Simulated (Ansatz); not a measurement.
`C[SiH](F)S` + H₂O → `O[SiH](F)S` + CH₄ at 700 K and 1 bar (formal hydrolysis of the Si–C bond).

Computed with Ansatz on PBE0-D4/def2-TZVP structures; ΔE is electronic, products minus reactants. CBS: MP2 limit from def2 TZ/QZ plus the TZ coupled-cluster correction, frozen cores. This one scheme is used for every species. Each species was taken in one conformer, which may not be the lowest.

```json
{"species": "`C[SiH](F)S`", "CCSD(T)/CBS energy (Eh)": "-827.81979", "H − E (kJ/mol)": "222.8", "S (J/(mol·K))": "433.8"}
{"species": "H₂O", "CCSD(T)/CBS energy (Eh)": "-76.37941", "H − E (kJ/mol)": "80.5", "S (J/(mol·K))": "218.4"}
{"species": "`O[SiH](F)S`", "CCSD(T)/CBS energy (Eh)": "-863.77796", "H − E (kJ/mol)": "156.6", "S (J/(mol·K))": "411.9"}
{"species": "CH₄", "CCSD(T)/CBS energy (Eh)": "-40.46206", "H − E (kJ/mol)": "145.9", "S (J/(mol·K))": "224.0"}
```

H − E and S are ideal-gas, rigid-rotor, harmonic terms from PBE0-D4/def2-TZVP, for one conformer and one mirror image of each species. 1 Eh = 2625.50 kJ/mol, R = 8.31446 J/(mol·K).

Problem. By hand: ΔE, ΔH, ΔS and ΔG.

Solution. ΔE = (-863.77796) + (-40.46206) − (-827.81979) − (-76.37941) = -0.04082 Eh = -107.2 kJ/mol. Δ(H − E) = 156.6 + 145.9 − 222.8 − 80.5 = -0.8, so ΔH = -108.0 kJ/mol. ΔS = 411.9 + 224.0 − 433.8 − 218.4 = -16.3 J/(mol·K). ΔG = -108.0 − 700 × (-16.3)/1000 = -96.6 kJ/mol.

Problem. By hand: the equilibrium constant, and the temperature at which ΔG would vanish if ΔH and ΔS stayed fixed.

Solution. log₁₀ K = −ΔG/(RT ln 10) = 7.2. ΔG = 0 at ΔH/ΔS = 6626 K, far beyond where these terms or the molecules hold.

ΔH outweighs TΔS. A doubt of 5 kJ/mol in ΔE shifts log₁₀ K by 0.4 here. Other conformers and mirror images would add mixing entropy, several J/(mol·K) or more a flexible species. These are equilibria of isolated gas molecules and say nothing of rates. Largest T1 diagnostic: 0.012 (customary marks: 0.02 for closed shells, 0.045 for open ones).
